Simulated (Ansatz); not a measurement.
Other settings, tried on the cluster B₅⁺ (the lowest singlet isomer of a short search).

```yaml
crystal:
  periodic: [false, false, false]
  atoms:
    - {symbol: B, position_ang: [0.318976, -1.211271, 0.021022]}
    - {symbol: B, position_ang: [-0.971018, 0.752871, -0.020570]}
    - {symbol: B, position_ang: [0.497364, 1.285441, -0.014210]}
    - {symbol: B, position_ang: [1.342936, -0.032159, 0.013498]}
    - {symbol: B, position_ang: [-1.188258, -0.794882, 0.000250]}
basis:
  gaussian: {orbitals: def2-SVP}
total_charge: 1
hamiltonian: {xc: {name: B3LYP5}}
output: {forces: true}
```

```sh
$ ansatz run in.yaml --threads 4 --pin off --events-out ev --progress --plain --max-ram 3916MiB
```

Output, abridged:

```
Functional definition: B3LYP5
720 factors; integrals over basis functions are off by at most 1.2e-3 eV
mean field evaluation 1: about -3353.3779 eV, gradient 4.3e1 eV
mean field evaluation 2: about -3353.0869 eV, gradient 4.3e1 eV
mean field evaluation 4: about -3360.0532 eV, gradient 2.6e0 eV
mean field evaluation 8: about -3360.0735 eV, gradient 1.8e-1 eV
mean field -3360.07361245 eV, -123.4804277180 hartree, gradient 2.3e-5 eV, S^2 0.000000; 0 other end points of the search recorded, 0 dependent functions left out
reference -3360.07383309 eV, -123.4804358263 hartree; 12, 12 occupied and 58, 58 virtual orbitals, 720 factors
Total energy: -3360.07383309 eV, -123.4804358263 hartree
Atom 0 at     0.318976    -1.211271     0.021022 Å, force     0.000206    -0.011783     0.000188 eV/Å
Atom 1 at    -0.971018     0.752871    -0.020570 Å, force    -0.007457     0.003597    -0.000112 eV/Å
Atom 2 at     0.497364     1.285441    -0.014210 Å, force     0.007428     0.021406    -0.000251 eV/Å
Atom 3 at     1.342936    -0.032159     0.013498 Å, force     0.019763    -0.000081     0.000189 eV/Å
Atom 4 at    -1.188258    -0.794882     0.000250 Å, force    -0.019941    -0.013140    -0.000014 eV/Å
Dipole moment:     0.005148     0.003100     0.000005 e Å
```

Hardware: 4 threads of AMD EPYC 9R45 on a shared host. Wall time 0.35 s.

The dipole of an ion depends on the origin.
